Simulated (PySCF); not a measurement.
Isomers of C5H6F2O.

All values: CAM-B3LYP/def2-SVPD (PySCF) at GFN2-xTB geometries, gas phase, one conformer each. Core orbitals are frozen in the response; Δα² is half the sum of the squared differences of the principal polarisabilities.

(1) Rank by mean static polarisability, highest first.
A. `[CH2:1]=[CH:2]/[CH:3]=[CH:4]/[O:5][CH:6]([F:7])[F:8]` with C1–C2–C3–C4 179°, C3–C4–O5–C6 -10°, C4–O5–C6–F7 -167°
B. `[F:1][CH:2]([F:3])[CH2:4][O:5][C:6]1=[CH:7][CH2:8]1` with F1–C2–C4–O5 153°, C2–C4–O5–C6 75°, C4–O5–C6–C7 2°
C. `[CH2:1]=[C:2]([F:3])/[C:4]([F:5])=[CH:6]\[O:7][CH3:8]` with C1–C2–C4–F5 0°, C4–C6–O7–C8 180°
D. `[F:1][C:2]1=[CH:3][C@@H:4]([F:5])[CH2:6][CH2:7][O:8]1` with C2–C3–C4–F5 -104°, C3–C4–C6–C7 -45°, C4–C6–C7–O8 61°, C6–C7–O8–C2 -44°

(2) Rank by polarisability anisotropy Δα, lowest first.
A. `[CH3:1][C@@H:2]1[CH2:3][C@@:4]1([F:5])[C:6](=[O:7])[F:8]` with C3–C4–C6–O7 -147°
B. `[F:1][C:2]1=[CH:3][C@H:4]([F:5])[CH2:6][O:7][CH2:8]1` with C2–C3–C4–F5 139°, C3–C4–C6–O7 -50°, C4–C6–O7–C8 66°, C6–O7–C8–C2 -45°
C. `[F:1][C:2]1=[CH:3][C@@H:4]([F:5])[CH2:6][CH2:7][O:8]1` with C2–C3–C4–F5 -104°, C3–C4–C6–C7 -45°, C4–C6–C7–O8 61°, C6–C7–O8–C2 -44°
D. `[CH2:1]=[CH:2]/[CH:3]=[CH:4]/[O:5][CH:6]([F:7])[F:8]` with C1–C2–C3–C4 179°, C3–C4–O5–C6 -10°, C4–O5–C6–F7 -167°
E. `[CH2:1]=[C:2]([F:3])/[C:4]([F:5])=[CH:6]\[O:7][CH3:8]` with C1–C2–C4–F5 0°, C4–C6–O7–C8 180°

Answers

(1) C (11.26 Å³), A (10.76 Å³), B (9.38 Å³), D (9.10 Å³).

(2) C (2.55 Å³), A (2.86 Å³), B (3.25 Å³), D (8.06 Å³), E (10.04 Å³).

All values together:

| SMILES | μ (D) | HOMO (eV) | LUMO (eV) | α (Å³) | Δα (Å³) |
| --- | --- | --- | --- | --- | --- |
| FC1=C[C@H](F)COC1 | 0.87 | -9.07 | 0.89 | 9.15 | 3.25 |
| C[C@@H]1C[C@@]1(F)C(=O)F | 4.05 | -10.20 | 0.27 | 9.20 | 2.86 |
| C=C(F)/C(F)=C\OC | 2.40 | -7.60 | 0.07 | 11.26 | 10.04 |
| C=C/C=C/OC(F)F | 2.57 | -8.10 | 0.14 | 10.76 | 8.06 |
| FC1=C[C@@H](F)CCO1 | 2.45 | -8.59 | 1.18 | 9.10 | 2.55 |
| FC(F)COC1=CC1 | 0.75 | -8.09 | 1.35 | 9.38 | 3.27 |

Conformers: `[F:1][C:2]1=[CH:3][C@H:4]([F:5])[CH2:6][O:7][CH2:8]1` with C2–C3–C4–F5 139°, C3–C4–C6–O7 -50°, C4–C6–O7–C8 66°, C6–O7–C8–C2 -45°; `[CH3:1][C@@H:2]1[CH2:3][C@@:4]1([F:5])[C:6](=[O:7])[F:8]` with C3–C4–C6–O7 -147°; `[CH2:1]=[C:2]([F:3])/[C:4]([F:5])=[CH:6]\[O:7][CH3:8]` with C1–C2–C4–F5 0°, C4–C6–O7–C8 180°; `[CH2:1]=[CH:2]/[CH:3]=[CH:4]/[O:5][CH:6]([F:7])[F:8]` with C1–C2–C3–C4 179°, C3–C4–O5–C6 -10°, C4–O5–C6–F7 -167°; `[F:1][C:2]1=[CH:3][C@@H:4]([F:5])[CH2:6][CH2:7][O:8]1` with C2–C3–C4–F5 -104°, C3–C4–C6–C7 -45°, C4–C6–C7–O8 61°, C6–C7–O8–C2 -44°; `[F:1][CH:2]([F:3])[CH2:4][O:5][C:6]1=[CH:7][CH2:8]1` with F1–C2–C4–O5 153°, C2–C4–O5–C6 75°, C4–O5–C6–C7 2°.
